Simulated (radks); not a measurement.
The numbers below are computed, except where a source is named.
Initial-state core-level shifts of the technetium ion Tc2+ when its valence configuration changes from [Kr] 4d5. Level of theory: Dirac Kohn-Sham, PBE, spin-unpolarised, spherical densities, finite nucleus; open shells fill j = l - 1/2 first; Fermi nuclear charge, rms radius 4.4112 fm (a radial shooting solver on a logarithmic mesh with Libxc functionals). Shifts are changes of the shell-averaged eigenvalues in eV (positive: less bound); the change of the density at the nucleus, which sets a Mossbauer isomer shift, is in e/bohr^3, on a base of 1.001e+05.

4d3 5s2: 2s -10.104; 2p -10.062; 4s -8.594; 4p -8.118; density at nucleus +53.80
4d4 5s1: 2s -4.777; 2p -4.756; 4s -4.158; 4p -3.938; density at nucleus +24.53
4d4.5 5p0.5: 2s -2.881; 2p -2.869; 4s -2.604; 4p -2.492; density at nucleus +1.61
4d4 5p1: 2s -5.872; 2p -5.848; 4s -5.257; 4p -5.022; density at nucleus +3.45
4d3 5s1 5p1: 2s -11.186; 2p -11.140; 4s -9.663; 4p -9.168; density at nucleus +31.25
4d3 5p2: 2s -12.245; 2p -12.195; 4s -10.708; 4p -10.194; density at nucleus +8.01
4d4.5 5s0.5: 2s -2.329; 2p -2.319; 4s -2.047; 4p -1.941; density at nucleus +11.71
4d3.5 5s0.5 5p1: 2s -8.477; 2p -8.442; 4s -7.438; 4p -7.077; density at nucleus +16.78
4d2 5p3: 2s -19.115; 2p -19.036; 4s -16.354; 4p -15.528; density at nucleus +13.22
